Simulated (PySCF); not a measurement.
A structure optimised at PBE-D3(BJ)/def2-SVP, used in a PySCF frequency run:

```
C
H 1 1.1019
C 1 1.5075 2 116.24
O 3 1.2217 1 121.92 2 -160.02
C 3 1.5158 4 122.45 1 178.57
H 5 1.1047 3 109.93 4 -0.05
H 5 1.1102 6 109.87 3 121.25
H 5 1.1104 6 109.81 7 117.04
C 1 1.5239 2 119.87 3 -150.20
H 9 1.1002 1 119.54 2 6.62
H 9 1.1030 10 117.00 1 -141.16
C 9 1.4830 10 119.81 11 -147.29
F 12 1.3643 9 119.57 10 142.08
H 12 1.1045 13 111.56 9 148.15
```

Task: Write its SMILES and formula.

Result: CC(=O)[C@H]1C[C@H]1F, C5H7FO

Task: What are its rotational constants (standard atomic weights)?

Result: 4.3455, 1.9448, 1.8531 GHz
